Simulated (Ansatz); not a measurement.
Spin states of HOTa (SMILES [OH][Ta]), each relaxed at B3LYP-D3(BJ)/def2-TZVP; lowest solutions found, singlets restricted, no spin–orbit coupling, no relativity up to Kr.
Multiplicity 3 (charge 0, multiplicity 3):
```xyz
3

Ta    -0.9782    -0.8233    -0.8714
O      0.1774     0.1552     0.1490
H      0.7676     0.7155     0.6522
```
Multiplicity 5 (charge 0, multiplicity 5):
```xyz
3

Ta    -0.9740    -0.6951    -0.9047
O      0.3137    -0.0842     0.3746
H      0.6271     0.8267     0.4599
```

Codes used: Ansatz (a quantum-chemistry and plane-wave program). Values without a source in brackets are computed. In def2 rows elements past Kr take small-core potentials, without spin–orbit coupling.

The energy of multiplicity 5 less that of multiplicity 3 (kcal/mol) and the share of exact exchange:

| functional | exact exchange (%) | value |
|---|---|---|
| PBE/def2-TZVPP | 0 | 5.52 |
| PBE0/def2-TZVPP | 25 | 4.36 |
| BLYP/def2-TZVPP | 0 | 12.81 |
| B3LYP/def2-TZVPP | 20 | 11.72 |
| BHLYP/def2-TZVPP | 50 | 11.67 |
| r2SCAN/def2-TZVPP | 0 | -0.47 |
| r2SCANh/def2-TZVPP | 10 | 0.18 |

Question: Take the value as linear in the share of exact exchange along PBE and PBE0. Give the slope, say whether the sign turns, and set the other functionals against that line.

Answer: 
Slope: (4.36 − (5.52))/2.5 = -0.46 kcal/mol for each 10 %. The line keeps its sign from 0 to 100 %. At 50 % it gives 3.2 kcal/mol. The LYP pair gives (11.67 − (12.81))/5 = -0.23 for each 10 %. BHLYP, at 50 %, lies 8.5 from the PBE line. B3LYP, at 20 %, lies 7.1 from the PBE line. r2SCAN, with none, stands -6.0 from PBE. The r2SCAN pair gives 0.64 for 10 %.

Doubts at one or more of the structures used: a spin-contaminated determinant (PBE/def2-TZVPP, PBE0/def2-TZVPP, BHLYP/def2-TZVPP, r2SCAN/def2-TZVPP, r2SCANh/def2-TZVPP).
